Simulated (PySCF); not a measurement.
CH3Cd (SMILES [CH3][Cd+]), charge +1, singlet, at a GFN2-xTB geometry (such geometries of metal compounds can be far from the true shape) (core potentials on Cd). Base run: HF/def2-SVPD run with PySCF.

The PySCF input:
```python
from pyscf import gto, scf, solvent

mol = gto.M(
    atom='''
Cd   -0.24889758   -0.15444943   -0.19913815
C     1.25821591    0.78076583    1.00667426
H     1.79402568   -0.03886551    1.49844868
H     0.71710328    1.42231103    1.71119295
H     1.88665954    1.34553204    0.30894404
''',
    basis='def2-svpd',
    ecp={'Cd': 'def2-svpd'},
    charge=1,
    verbose=4,
)

mf = scf.RHF(mol)
mf.kernel()
```

Variants of this job, named by their change:

| change | ΔE vs base (kcal/mol) | HOMO-LUMO gap (eV) |
|---|---|---|
| base | 0.000 | 9.70 |
| model = COSMO; solvent = chloroform | [?] | [?] |
| model = IEF-PCM; solvent = chloroform; vdw_scale = 1.1 | -81.0 | 10.19 |
| model = IEF-PCM; solvent = chloroform | -70.5 | 10.19 |
| model = IEF-PCM; solvent = chloroform; vdw_scale = 1.0 | -96.3 | 10.14 |
| model = IEF-PCM; solvent = chloroform; r_probe = 0.5 | [?] | [?] |
| model = IEF-PCM; solvent = tetrahydrofuran | -78.5 | 10.31 |
| model = ddCOSMO; solvent = chloroform | [?] | [?] |
| model = IEF-PCM; solvent = chloroform; lebedev_order = 41 | -70.5 | 10.19 |
| model = SS(V)PE; solvent = chloroform | -69.5 | 10.23 |
| model = IEF-PCM; solvent = 2-propanol | -87.4 | 10.45 |
| model = IEF-PCM; solvent = chloroform; vdw_scale = 1.4 | -57.14 | 10.13 |

Question: Complete the blanks.

Answer: 
- model = COSMO; solvent = chloroform, ΔE vs base (kcal/mol): -64.2
- model = COSMO; solvent = chloroform, HOMO-LUMO gap (eV): 10.18
- model = IEF-PCM; solvent = chloroform; r_probe = 0.5, ΔE vs base (kcal/mol): -51.82
- model = IEF-PCM; solvent = chloroform; r_probe = 0.5, HOMO-LUMO gap (eV): 10.09
- model = ddCOSMO; solvent = chloroform, ΔE vs base (kcal/mol): -98.3
- model = ddCOSMO; solvent = chloroform, HOMO-LUMO gap (eV): 10.27

The base is the gas phase, so ΔE is the electrostatic part of solvation at a fixed geometry, without cavity and dispersion terms.
